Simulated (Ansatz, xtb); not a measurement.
Molecule: P₂H₅, charge 1, multiplicity 1. It need not be the lowest isomer of its formula. SMILES: P[PH3+]
Coordinates optimised at B3LYP-D3(BJ)/def2-TZVP (Ansatz, an electronic-structure program):
```
P
H 1 1.3999
H 1 1.3999 2 105.75
H 1 1.4021 2 106.00 3 112.26
P 1 2.2072 2 110.26 3 -119.19
H 5 1.4193 1 90.52 2 -74.63
H 5 1.4193 6 94.34 1 90.56
```
Charge +1, spin multiplicity 1.

Harmonic wavenumbers from GFN2-xTB (xtb, at its own minimum), cm⁻¹: 173, 388, 422, 472, 763, 781, 941, 1034, 1034, 1061, 2186, 2226, 2344, 2410, 2431.

Question: Give the harmonic wavenumbers at B3LYP-D3(BJ)/def2-TZVP (Ansatz, finite differences of forces, unscaled).

Answer: 186, 430, 507, 516, 825, 854, 1008, 1085, 1103, 1104, 2392, 2404, 2487, 2521, 2530 cm⁻¹. Zero-point energy 28.5 kcal/mol.

Question: From these and the geometry, give the ideal-gas thermochemistry at 298.15 K and 1 atm (rigid rotor, harmonic oscillator).

Answer: Point group Cs, rotational symmetry number 1. Rotational constants 56.3, 5.591, 5.565 GHz. S(trans) 38.52, S(rot) 22.73, S(vib) 5.02, S(elec, spin only) 0.00, S 66.3 cal/(mol K). H(298) - H(0) 3.34 kcal/mol; G - E(el) 12.1 kcal/mol.
